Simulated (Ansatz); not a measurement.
`[CH3][Mo]([F])(=[S])=[S]` + `CC(=O)O[Si](Cl)(OC(C)=O)OC(C)=O` → `[CH3][Mo](=[S])(=[S])[Cl]` + `CC(=O)O[Si](F)(OC(C)=O)OC(C)=O`  (redistribution)

Program: Ansatz. Geometries: PBE0-D4/def2-TZVP. ΔE: electronic, gas phase. CBS: MP2 limit from def2 TZ/QZ plus the TZ coupled-cluster correction, frozen cores. DFT in def2-TZVPP. Elements past krypton have def2 core potentials. For Mo outer-core shells are correlated without core-valence functions, which leaves a few kJ/mol of doubt a bond. Each species was taken in one conformer, which may not be the lowest.

`[CH3][Mo]([F])(=[S])=[S]`:

Z-matrix (Å, degrees):
```
C
Mo 1 2.080
H 1 1.090 2 112.8
H 1 1.095 2 107.2 3 120.7
H 1 1.095 2 107.1 3 -120.6
F 2 1.838 1 110.2 3 179.8
S 2 2.090 1 103.8 3 -57.4
S 2 2.090 1 103.8 3 56.9
```

`CC(=O)O[Si](Cl)(OC(C)=O)OC(C)=O`:

Z-matrix (Å, degrees):
```
C
C 1 1.492
H 1 1.087 2 109.9
H 1 1.092 2 109.3 3 121.2
H 1 1.092 2 109.6 3 -121.5
O 2 1.355 1 111.5 3 179.2
O 2 1.197 1 126.2 3 -1.1
Si 6 1.646 2 124.0 1 177.0
Cl 8 2.013 6 110.7 2 75.2
O 8 1.646 6 100.5 2 -167.7
O 8 1.642 6 114.3 2 -44.9
C 10 1.356 8 124.0 6 168.3
C 11 1.354 8 122.8 6 -57.0
O 12 1.197 10 122.3 8 2.5
C 12 1.492 10 111.5 8 -177.2
O 13 1.199 11 121.9 8 -0.3
C 13 1.490 11 111.6 8 179.7
H 15 1.087 12 109.9 10 -179.3
H 15 1.092 12 109.6 10 -57.7
H 15 1.092 12 109.3 10 59.5
H 17 1.092 13 109.3 11 58.3
H 17 1.092 13 109.2 11 -58.8
H 17 1.087 13 110.0 11 179.8
```

`[CH3][Mo](=[S])(=[S])[Cl]`:

Z-matrix (Å, degrees):
```
C
Mo 1 2.080
H 1 1.095 2 106.8
H 1 1.090 2 113.0 3 120.7
H 1 1.094 2 106.9 3 -118.5
S 2 2.088 1 104.2 3 -178.5
S 2 2.088 1 104.2 3 -63.6
Cl 2 2.238 1 110.7 3 59.0
```

`CC(=O)O[Si](F)(OC(C)=O)OC(C)=O`:

Cartesian coordinates in Å:
```
C 2.647 1.923 2.029
C 1.918 0.645 1.785
O 2.366 -0.459 1.900
O 0.638 0.868 1.395
Si -0.410 -0.311 0.944
F -0.924 -1.083 2.210
O -1.633 0.567 0.293
C -2.630 0.054 -0.470
C -3.515 1.127 -1.009
O -2.743 -1.121 -0.666
O 0.220 -1.461 -0.040
C 0.743 -1.168 -1.252
C 1.230 -2.388 -1.955
O 0.785 -0.043 -1.666
H 2.112 2.516 2.773
H 2.669 2.505 1.106
H 3.659 1.713 2.366
H -4.321 0.685 -1.588
H -2.923 1.799 -1.633
H -3.917 1.720 -0.185
H 1.980 -2.885 -1.336
H 0.399 -3.085 -2.081
H 1.650 -2.119 -2.920
```

```csv
level,ΔE (kJ/mol)
revPBE,-53.7
RPA@PBE/def2-TZVPP,-70.6
MP2/def2-QZVPP,-97.6
MP2/CBS(def2),-97.0
```

Problem. What does CCSD(T)/CBS give? (Estimate.)

Solution. Computed: -74.9 kJ/mol. The listed levels differ from it by 21.2, 4.3, -22.7, -22.1 kJ/mol.

Largest T1 diagnostic among the species: 0.025, so the coupled-cluster value is less sure than usual.

From BLYP to BHLYP (50 % exact exchange), in def2-TZVPP and without D4, ΔE moves by −13.2 kJ/mol. Leaving LDA and LC-ωPBE aside and taking each functional with its dispersion term where it has one, the values, not all of them listed here, spread over 27.7 kJ/mol, from PBE-QIDH to revPBE-D4. LDA lies −4.9 kJ/mol from PBE without D4.
